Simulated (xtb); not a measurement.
C$_{3}$H$_{3}$ (SMILES C1=C[CH-]1), charge -1, singlet, from a rough starting geometry; GFN2-xTB run with xtb.

xtb was given this input:
```
$ xtb mol.xyz --gfn 2 --chrg -1 --opt vtight --json

# file mol.xyz
6

C      0.19006074    -0.02383483     0.95513309
C      0.15082265    -0.67220770    -0.36604206
C      0.07732581     0.65971791    -0.32868481
H     -0.72633405    -0.01997763     1.58522882
H      0.15236036    -1.65398423    -0.88965394
H      0.12202530     1.62344819    -0.90810031
```

Problem. Write the output that xtb gives for this input, abridged.

Solution. 
```
   ID    Z sym.   atoms
    1    6 C      1-3
    2    1 H      4-6

           -------------------------------------------------
          |                Calculation Setup                |
           -------------------------------------------------

           -------------------------------------------------
          |                 G F N 2 - x T B                 |
           -------------------------------------------------

          ...................................................
          :                      SETUP                      :
          :.................................................:
          :  # basis functions                  15          :
          :  # atomic orbitals                  15          :
          :  # shells                            9          :
          :  # electrons                        16          :
          :  max. iterations                   250          :
          :  Hamiltonian                  GFN2-xTB          :
          :  restarted?                      false          :
          :  GBSA solvation                  false          :
          :  PC potential                    false          :
          :  electronic temp.          300.0000000     K    :
          :  accuracy                    1.0000000          :
          :  -> integral cutoff          0.2500000E+02      :
          :  -> integral neglect         0.1000000E-07      :
          :  -> SCF convergence          0.1000000E-05 Eh   :
          :  -> wf. convergence          0.1000000E-03 e    :
          :  Broyden damping             0.4000000          :
          :  net charge                         -1          :
          :  unpaired electrons                  0          :
          ...................................................

 iter      E             dE          RMSdq      gap      omega  full diag
   1     -7.9470027 -0.794700E+01  0.648E+00    2.61       0.0  T
   2     -8.0082636 -0.612609E-01  0.415E+00    0.56       1.0  T
   3     -8.0104048 -0.214124E-02  0.210E+00    1.04       1.0  T
   4     -8.0023631  0.804175E-02  0.151E+00    0.91       1.0  T
   5     -8.0113778 -0.901470E-02  0.341E-01    0.91       1.0  T
   6     -8.0116676 -0.289858E-03  0.709E-02    0.91       1.0  T
   7     -8.0116666  0.984065E-06  0.263E-02    0.92       1.6  T
   8     -8.0116687 -0.202358E-05  0.462E-03    0.92       8.8  T
   9     -8.0116687 -0.411278E-08  0.129E-03    0.92      31.5  T
  10     -8.0116687 -0.970566E-09  0.277E-04    0.92     147.5  T
  11     -8.0116687 -0.191989E-10  0.349E-05    0.92    1169.4  T

   *** convergence criteria satisfied after 11 iterations ***

         :::::::::::::::::::::::::::::::::::::::::::::::::::::
         ::                     SUMMARY                     ::
         :::::::::::::::::::::::::::::::::::::::::::::::::::::
         :: total energy              -7.881691097283 Eh    ::
         :: gradient norm              0.145121999713 Eh/a0 ::
         :: HOMO-LUMO gap              0.921191027284 eV    ::
         ::.................................................::
         :: SCC energy                -8.011668505878 Eh    ::
         :: -> isotropic ES            0.148025626068 Eh    ::
         :: -> anisotropic ES          0.006994564399 Eh    ::
         :: -> anisotropic XC          0.005379828119 Eh    ::
         :: -> dispersion             -0.003281188998 Eh    ::
         :: repulsion energy           0.129977408595 Eh    ::
         :: add. restraining           0.000000000000 Eh    ::
         :: total charge              -1.000000000000 e     ::
         :::::::::::::::::::::::::::::::::::::::::::::::::::::

      -----------------------------------------------------------
     |                   =====================                   |
     |                        A N C O P T                        |
     |                   =====================                   |
[...]
 * total energy  :    -7.8816911 Eh     change       -0.2504663E-12 Eh
 * total energy  :    -7.9029647 Eh     change       -0.2127365E-01 Eh
 * total energy  :    -7.9049833 Eh     change       -0.2018560E-02 Eh
 * total energy  :    -7.9058214 Eh     change       -0.8381152E-03 Eh
 * total energy  :    -7.9066702 Eh     change       -0.8487537E-03 Eh
 * total energy  :    -7.9067478 Eh     change       -0.7766791E-04 Eh
 * total energy  :    -7.9068014 Eh     change       -0.5356650E-04 Eh
 * total energy  :    -7.9068034 Eh     change       -0.1953588E-05 Eh
 * total energy  :    -7.9068045 Eh     change       -0.1182013E-05 Eh
 * total energy  :    -7.9068051 Eh     change       -0.5899145E-06 Eh
 * total energy  :    -7.9068053 Eh     change       -0.1260406E-06 Eh
 * total energy  :    -7.9068053 Eh     change       -0.5465410E-07 Eh
   *** GEOMETRY OPTIMIZATION CONVERGED AFTER 12 ITERATIONS ***
         :: total energy              -7.906805318046 Eh    ::
[...]
         :: total charge              -1.000000000000 e     ::
         :::::::::::::::::::::::::::::::::::::::::::::::::::::

           -------------------------------------------------
          |                Property Printout                |
           -------------------------------------------------

    * Orbital Energies and Occupations

         #    Occupation            Energy/Eh            Energy/eV
      -------------------------------------------------------------
         1        2.0000           -0.3592971              -9.7770
         2        2.0000           -0.3004013              -8.1743
         3        2.0000           -0.2856288              -7.7724
         4        2.0000           -0.2261313              -6.1533
         5        2.0000           -0.1781751              -4.8484
         6        2.0000           -0.1387404              -3.7753
         7        2.0000           -0.1153183              -3.1380
         8        2.0000           -0.0381122              -1.0371 (HOMO)
         9                          0.0568716               1.5476 (LUMO)
        10                          0.1957401               5.3264
        11                          0.3130256               8.5179
        12                          0.3353928               9.1265
        13                          0.3993282              10.8663
        14                          0.5545920              15.0912
        15                          1.0523021              28.6346
      -------------------------------------------------------------
                  HL-Gap            0.0949838 Eh            2.5846 eV
             Fermi-level            0.0093797 Eh            0.2552 eV

     #   Z          covCN         q      C6AA      α(0)
     1   6 C        2.815    -0.322    37.058     9.974
     2   6 C        2.877    -0.092    30.305     9.025
     3   6 C        2.877    -0.092    30.303     9.024
     4   1 H        0.871    -0.254    16.029     6.269
     5   1 H        0.925    -0.120     6.328     3.934
     6   1 H        0.925    -0.120     6.329     3.934

 Mol. C6AA /au·bohr⁶  :        682.496393
 Mol. C8AA /au·bohr⁸  :      15210.328159
 Mol. α(0) /au        :         42.160439

Wiberg/Mayer (AO) data.
largest (>0.10) Wiberg bond orders for each atom

 ---------------------------------------------------------------------------
     #   Z sym  total        # sym  WBO       # sym  WBO       # sym  WBO
 ---------------------------------------------------------------------------
     1   6 C    2.823 --     3 C    0.920     2 C    0.920     4 H    0.919
     2   6 C    3.895 --     3 C    2.015     5 H    0.941     1 C    0.920
     3   6 C    3.895 --     2 C    2.015     6 H    0.941     1 C    0.920
     4   1 H    0.935 --     1 C    0.919
     5   1 H    0.986 --     2 C    0.941
     6   1 H    0.986 --     3 C    0.941
 ---------------------------------------------------------------------------

Topologies differ in total number of bonds
Writing topology from bond orders to xtbtopo.mol

molecular dipole:
                 x           y           z       tot (Debye)
 q only:        0.130       0.029      -0.850
   full:       -0.492       0.019      -1.590       4.230
molecular quadrupole (traceless):
                xx          xy          yy          xz          yz          zz
 q only:        2.553       0.027       0.363       1.338       0.052      -2.916
  q+dip:        1.394      -0.003       2.956      -0.604       0.052      -4.350
   full:        2.217       0.020       2.195      -1.059       0.046      -4.412

optimized geometry written to: xtbopt.xyz

           -------------------------------------------------
          | TOTAL ENERGY               -7.906805318046 Eh   |
          | GRADIENT NORM               0.000051824985 Eh/α |
          | HOMO-LUMO GAP               2.584640999156 eV   |
           -------------------------------------------------

normal termination of xtb
```
